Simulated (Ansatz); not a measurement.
Program: Ansatz. Geometries: PBE0-D4/def2-TZVP. ΔE: electronic, gas phase. CCSD(T)/CBS adds triple-zeta CCSD(T) − MP2 to the extrapolated MP2 energy (def2 sets, frozen cores). DFT in def2-TZVPP. B3LYP here is the variant with VWN-RPA as its local correlation; programs differ in this. Elements past krypton have def2 core potentials. For Au, Sb outer-core shells are correlated without core-valence functions, which leaves a few kJ/mol of doubt a bond.

Consider the substitution at a C–O bond: `C[O][Au]` + `[SH][SbH2]` → `C[S][SbH2]` + `[OH][Au]`.

Question: Is it downhill or uphill in electronic energy at CCSD(T)/CBS, and by how much? (An estimate is asked.)

Answer: Computed: Downhill: ΔE = -43.3 kJ/mol.

Question: What do these levels give: BLYP-D4, PBE0-D4, B3LYP-D4, r2SCAN0-D4, ωB97M-V, HF/def2-SVP? (Estimate.)

Answer: The calculation gave: BLYP-D4 -29.7, PBE0-D4 -39.4, B3LYP-D4 -33.6, r2SCAN0-D4 -37.7, ωB97M-V -41.9, HF/def2-SVP -16.1 kJ/mol.

Question: What do rigid-rotor, harmonic-oscillator terms from PBE0-D4/def2-TZVP frequencies (298.15 K, 1 bar) make of the CCSD(T)/CBS value? (Best estimate.)

Answer: The calculation gave: ΔZPE = +2.9 kJ/mol, ΔH = -39.1 kJ/mol, ΔS = 10 J/(mol·K), ΔG = -42.1 kJ/mol. Modes under 50 cm⁻¹ make the entropy rough.

Largest T1 diagnostic among the species: 0.033, so the coupled-cluster value is less sure than usual.

From PBE to PBE0 (25 % exact exchange), in def2-TZVPP and without D4, ΔE moves by −4.8 kJ/mol. In def2-TZVPP, CCSD(T) changes the Hartree–Fock value by −4.4 kJ/mol (the triples alone add −0.1 kJ/mol) and MP2 by −14.7 kJ/mol. Leaving LDA and LC-ωPBE aside and taking each functional with its dispersion term where it has one, the values, not all of them listed here, spread over 12.3 kJ/mol, from PBE-QIDH to BLYP-D4.
